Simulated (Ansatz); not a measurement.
BCl2Br (BBrCl2). Charge 0, multiplicity 3. Geometry B3LYP-D4/def2-SVP, that of the neutral singlet.

| atom | x (Å) | y (Å) | z (Å) |
| --- | --- | --- | --- |
| B1 | -0.041 | 0.002 | 0.003 |
| Cl2 | -0.938 | 1.080 | -1.043 |
| Cl3 | -0.886 | -0.974 | 1.182 |
| Br4 | 1.864 | -0.108 | -0.143 |

At PBE0-D4/def2-TZVP a singlet of charge 0 lies 5.05 eV below the triplet at the same geometry.

Task: Estimate the α-spin orbital energies around the gap (eV) in Ansatz with PBE-D4/def2-TZVP, r2SCAN-D4/def2-TZVP, PBE0-D4/def2-TZVP.

Result: 
| orbital | PBE-D4/def2-TZVP | r2SCAN-D4/def2-TZVP | PBE0-D4/def2-TZVP |
| --- | --- | --- | --- |
| HOMO−5 | -8.91 | -9.36 | -10.48 |
| HOMO−4 | -8.80 | -9.21 | -10.17 |
| HOMO−3 | -8.39 | -8.78 | -9.84 |
| HOMO−2 | -8.24 | -8.67 | -9.84 |
| HOMO−1 | -8.23 | -8.65 | -9.66 |
| HOMO | -2.68 | -3.01 | -3.78 |
| LUMO | -0.58 | -0.45 | 0.28 |
| LUMO+1 | 0.74 | 1.34 | 1.49 |
| LUMO+2 | 1.35 | 1.86 | 2.44 |
| LUMO+3 | 1.54 | 2.07 | 2.57 |
| LUMO+4 | 2.43 | 3.23 | 3.28 |
| LUMO+5 | 2.73 | 3.49 | 3.63 |
| β HOMO | -7.95 | -8.34 | -9.21 |
| β LUMO | -7.54 | -7.72 | -7.15 |
